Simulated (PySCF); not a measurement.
C2H5Cl2Si2 (doublet state).
Geometry (GFN2-xTB, Å), atoms numbered from 1 in this order:
```xyz
11
C2H5Cl2Si2 angstrom
Si    -2.3647   -0.1781   -0.6166
C     -0.6156    0.0584   -0.1074
C      0.4627    0.4573    0.4390
Cl     0.5315    1.7533    1.7177
Si     2.2467   -0.1539    0.1318
Cl     2.8322   -1.1729    1.7556
H     -3.2892    0.5638    0.2506
H     -2.6535   -1.6106   -0.5310
H     -2.4612    0.3083   -1.9938
H      2.2258   -1.0435   -1.0238
H      3.0908    1.0204   -0.0482
```

The hyperfine couplings belong to this conformer and change with its torsions.

Identity: `[SiH3]/[C]=C(\Cl)[SiH2]Cl` [radical].

Method: PySCF 2.14.0, UKS B3LYP, pcH-1 on C Cl H Si, non-relativistic, mean-field spin-orbit, GIAO. The structure is a single GFN2-xTB conformer in the gas phase; no vibrational or solvent corrections. The geometry wasn't refined by DFT: couplings that depend on bond lengths, twists or pyramidal angles can differ widely from those at the functional's own minimum. No stability test was run, so a lower SCF solution isn't excluded.

Task: Give the principal g shifts and their parts.

Result: 
```tsv
Δg (ppm)	1	2	3
relativistic mass correction	-179	-179	-179
gauge correction	27	16	-3
orbital Zeeman/spin–orbit	-3525	885	1486
total	-3676	722	1305
```

So g = 1.99864, 2.00304, 2.00362 and g_iso = 2.00177; the tensor is close to axial: the two nearest values differ by 12 % of g3 − g1. Axes: g1 points within 6° of the Si1–C2 bond.

Task: Average each term over the three axes. Which is largest in size?

Result: The orbital-Zeeman/spin–orbit term -385, the mass correction -179 and the gauge correction 13 ppm, for a total of -549 ppm. The orbital-Zeeman/spin–orbit term is the largest in size. The mass correction is the same along every axis, so the anisotropy comes from the other two: their spans along these axes are 30 (gauge) and 5010 ppm (orbital Zeeman/spin–orbit).

Task: At 9.364 GHz, how far is the centre of the isotropic spectrum from where a free electron (g = 2.002319) resonates?

Result: B = hν/(g μB) with μB/h = 13.99624 MHz/mT gives 334.13 mT for the free electron and 334.22 mT at g_iso, 0.09 mT higher.

Task: In a frozen sample, at which fields do the three g values resonate at 9.5, 34, 94 and 263 GHz (hyperfine left aside), and which band first spreads them over more than twice a line width of 1.0 mT?

Result: 
```tsv
band	GHz	B(g3) mT	B(g2) mT	B(g1) mT	spread mT
X	9.5	338.76	338.86	339.61	0.84
Q	34.0	1212.41	1212.77	1215.44	3.02
W	94.0	3351.97	3352.94	3360.32	8.35
J	263.0	9378.38	9381.11	9401.75	23.37
```

The spread grows in proportion to the frequency. Q band is the first where it exceeds 2.0 mT.

The Mulliken spin populations are largest on C2 (+0.89), Cl4 (+0.16) and C3 (-0.13). The positive populations add up to 1.16 and the negative ones to -0.16, together 2S = 1.

The HOMO–LUMO gaps are 5.18 eV among the α and 4.16 eV among the β orbitals.

The run took 67 s wall (with the writing of density and orbital grids) on one thread of an Arm Neoverse V2, no GPU, shared host with 96 logical CPUs at a one-minute load of 39, and the process peaked at 0.94 GiB of memory.
